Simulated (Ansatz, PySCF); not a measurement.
C$_{4}$H$_{9}$ (SMILES C[C+](C)C), charge +1, singlet, at a GFN2-xTB geometry. Base run: R2SCAN/STO-3G run with PySCF.

Geometry (Å):
```xyz
13

C     -0.3930     1.3753     0.2251
C      0.0000     0.0000     0.0000
C      1.3598    -0.4178     0.2702
C     -0.9667    -0.9575    -0.4952
H      0.2572     2.0459    -0.3478
H     -0.1825     1.6567     1.2630
H     -1.4339     1.5821    -0.0091
H      1.7974    -0.8630    -0.6304
H      1.3577    -1.2523     0.9804
H      2.0024     0.3777     0.6378
H     -1.3951    -0.5990    -1.4380
H     -0.5685    -1.9598    -0.6288
H     -1.8348    -0.9882     0.1728
```
Charge +1, spin multiplicity 1.
All else is at PySCF's defaults.

The same geometry, method and basis name were run in Ansatz (a program for electronic structure) and PySCF, at each program's defaults and at the settings that a row names. The base is PySCF at its defaults. Differences at the defaults can come from grids, fitting, cores and function types together.

```tsv
code and settings	ΔE vs base (µEh)	basis functions	E (Eh)	SCF cycles
PySCF, defaults (exact integrals, its default grid, spherical functions)	0.0	29	-155.60544	7
Ansatz, defaults (factorised integrals, its default grid, spherical functions)	-108	29	-155.60555	-
PySCF, density fitting with def2-universal-jkfit	-1251	29	-155.60669	7
PySCF, fine grid	-72.8	29	-155.60551	7
Ansatz, high accuracy	-103	29	-155.60554	-
```
